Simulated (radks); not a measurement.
The numbers below are computed, except where a source is named.
Ionisation of P, [Ne] 3s2 3p3, to P+, [Ne] 3s2 3p2, under several functionals. Scalar-relativistic Kohn-Sham, spin-polarised, spherical densities, finite nucleus; open shells are filled with parallel spins first; a radial shooting solver on a logarithmic mesh with Libxc functionals.

| functional | E(P) (hartree) | Exc (hartree) | IE (eV) | -e(HOMO) (eV) | <r> HOMO (bohr) | IE error (eV) |
|---|---|---|---|---|---|---|
| BLYP | -342.13386 | -23.24655 | 10.227 | 5.957 | 2.331 | -0.260 |
| exchange-only B88 | -341.56645 | -22.66195 | 9.893 | 5.703 | 2.355 | -0.594 |
| SOGGA | -341.28014 | -22.36814 | 10.438 | 6.193 | 2.328 | -0.048 |
| r2SCAN | -342.10912 | -23.23413 | 10.903 | 6.684 | 2.308 | +0.417 |
| AM05 | -340.97375 | -22.05011 | 10.455 | 6.207 | 2.322 | -0.032 |
| revPBE | -342.06857 | -23.18319 | 10.528 | 6.268 | 2.324 | +0.041 |
| B86b exchange with PBE correlation | -342.11436 | -23.22913 | 10.557 | 6.299 | 2.325 | +0.070 |
| PBEsol | -341.38082 | -22.47031 | 10.492 | 6.242 | 2.326 | +0.005 |

NIST Atomic Spectra Database: 10.487 eV (measured). Closest: PBEsol. The Delta-SCF values span 1.01 eV, the total energies 1.16 hartree. The highest occupied level is 3p. Open shells are spherical and high-spin; term and fine-structure splittings are not resolved.
